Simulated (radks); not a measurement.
Values are calculated unless marked as measured or tabulated.
Ionisation of the ruthenium ion Ru+, [Kr] 4d7, to [Kr] 4d6 as the strength of local exchange is varied. Level of theory: Dirac Kohn-Sham, Slater X-alpha exchange (alpha = 2/3 is LDA exchange), no correlation, spin-unpolarised, spherical densities, finite nucleus; open shells are shared between the two j in proportion to 2j + 1; Fermi nuclear charge, rms radius 4.4809 fm (a radial shooting solver on a logarithmic mesh with Libxc functionals).

alpha  E(Ru+) (hartree)  exchange (hartree)  IE (eV)  -e of the level emptied (eV)  <r> of it (bohr)
0.667       -4522.69930          -124.86152   17.057                11.376 (4d5/2)             1.673
0.712       -4531.13113          -133.53491   17.723                11.947 (4d5/2)             1.651
0.736       -4535.63454          -138.17355   18.085                12.258 (4d5/2)             1.639
0.774       -4542.77412          -145.53633   18.668                12.762 (4d5/2)             1.622
1.022       -4589.64482          -194.13591   22.775                16.374 (4d5/2)             1.519

NIST Atomic Spectra Database: 16.8 +/- 0.06 eV (semi-empirical). The central value is not met in this range of alpha. Spin polarisation and multiplet splitting are left out, so open shells lie too high by an amount that depends on their filling. Sharing an open shell by 2j + 1 raises it above the true ground level by a part of the spin-orbit splitting, which enters the differences from NIST.

Beside tabulated values, note that spin-unpolarised runs miss the spin-polarisation part of the exchange energy of open shells.
